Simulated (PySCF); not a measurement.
SMILES C(/C(C)C)=C/S (GFN2-xTB optimised geometry):

```
16

C      2.319     0.617    -1.198
C      1.372     0.643     0.002
C      2.163     0.718     1.310
C      0.507    -0.578     0.000
C     -0.818    -0.578     0.000
S     -1.795     0.898     0.000
H      1.756     0.572    -2.127
H      2.972    -0.252    -1.146
H      2.936     1.513    -1.211
H      0.730     1.528    -0.072
H      2.784     1.610     1.324
H      2.806    -0.154     1.414
H      1.487     0.752     2.161
H      1.025    -1.528     0.004
H     -1.398    -1.486     0.003
H     -2.972     0.278    -0.035
```

Method: B3LYP/def2-TZVP in PySCF 2.14.0.

Problem. What are the frontier orbital energies and the dipole moment?

Solution. HOMO-2 -8.69 eV, HOMO-1 -8.63 eV, HOMO -6.04 eV, LUMO 0.16 eV, LUMO+1 0.18 eV; dipole moment 0.87 D.

Meta-Löwdin charges at B3LYP/def2-TZVP: C1 -0.33, C2 -0.05, C3 -0.33, C4 -0.13, C5 -0.22, S6 -0.02, H7 0.11, H8 0.10, H9 0.11, H10 0.10, H11 0.11, H12 0.10, H13 0.11, H14 0.11, H15 0.13, H16 0.09.
